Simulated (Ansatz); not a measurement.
A set of 12 reactions (ligand exchange), with CCSD(T)/CBS values in kJ/mol:

```
                                                                        reaction      ΔE
                                  `O[SiH](F)CCl` + CH₃OH → `CO[SiH](O)F` + `CCl`  -121.4
      `[BH2][GaH][OH]` + `O[SiH]([SiH3])Cl` → `BO[SiH]([SiH3])Cl` + `[OH][GaH2]`  -148.0
                            `BN([SiH3])CC` + `N[AsH2]` → `B[AsH]N` + `CCN[SiH3]`   126.8
         `BN1[SiH2][SiH]1Cl` + `B1N[SiH2]1` → `BN1B[SiH2]1` + `Cl[SiH]1N[SiH2]1`    27.1
                      `OC([SiH3])BF` + `[OH][GaH2]` → `[SiH3][O][GaH2]` + `OCBF`  -110.3
                    `FC(F)O[SiH3]` + `[OH][GaH2]` → `[SiH3][O][GaH2]` + `OC(F)F`   -20.2
       `BC([SiH3])[SiH2]F` + `C=C[SiH](C)O` → `C=C[SiH](C)O[SiH3]` + `BC[SiH2]F`   -90.1
                                 `F[Si](F)(F)CS` + HBr → `F[Si](F)(F)Br` + CH₃SH   -84.7
                        `[NH2][Al]([Cl])[Br]` + HCl → `[Cl][Al]([Cl])[Br]` + NH₃   -60.0
                       `C#C[NH][SnH3]` + `N[SiH3]` → `[SiH3][NH][SnH3]` + `C#CN`     0.8
`C[SiH2][GeH2][PH2]` + `[SeH][SiH2][SeH]` → `P[Se][SiH2][SeH]` + `C[SiH2][GeH3]`     9.1
                         `[BH2][GaH][F]` + `O[SiH3]` → `[F][GaH][O][SiH3]` + BH₃   -88.4
```

Computed with Ansatz on PBE0-D4/def2-TZVP structures; ΔE is electronic, products minus reactants. CBS: MP2 limit from def2 TZ/QZ plus the TZ coupled-cluster correction, frozen cores. This one scheme is used for every species. DFT in def2-TZVPP. B3LYP here is the variant with VWN-RPA as its local correlation; programs differ in this. Elements past krypton have def2 core potentials. For As, Br, Ga, Ge, Se, Sn outer-core shells are correlated without core-valence functions, which leaves a few kJ/mol of doubt a bond. Scalar relativity is left out up to krypton. Each species was taken in one conformer, which may not be the lowest.

Give the mean, mean absolute and largest difference (level minus CCSD(T)/CBS, kJ/mol) for: PBE-D4, r2SCAN-D4, PBE0-D4, ωB97M-V, PBE, r2SCAN, PBE0, B3LYP, SCS-MP2/def2-TZVPP, CCSD/def2-TZVPP, CCSD(T)/def2-TZVPP, HF/def2-QZVPP, HF/CBS(def2), MP2/CBS(def2). (Best estimate.)

Ansatz gave: 
```tsv
level	mean	mean absolute	largest
PBE-D4	6.4	7.2	20.1
r2SCAN-D4	0.6	2.0	5.4
PBE0-D4	3.1	4.2	11.1
ωB97M-V	1.0	2.2	-7.2
PBE	5.7	7.1	19.9
r2SCAN	0.4	2.1	4.9
PBE0	2.5	4.3	13.7
B3LYP	-1.3	3.4	-10.5
SCS-MP2/def2-TZVPP	-3.1	4.9	-15.4
CCSD/def2-TZVPP	-1.1	3.5	-6.0
CCSD(T)/def2-TZVPP	0.3	2.8	-6.1
HF/def2-QZVPP	-13.1	13.4	-33.7
HF/CBS(def2)	-13.3	13.5	-34.0
MP2/CBS(def2)	-1.8	2.5	-7.6
```

The largest T1 diagnostic in the set is 0.015, for `[OH][GaH2]` (customary mark 0.02).

CCSD(T)/CBS is a level of theory with its own doubt, and the functionals carry their triple-zeta basis error, so these figures describe this set and don't rank the functionals.
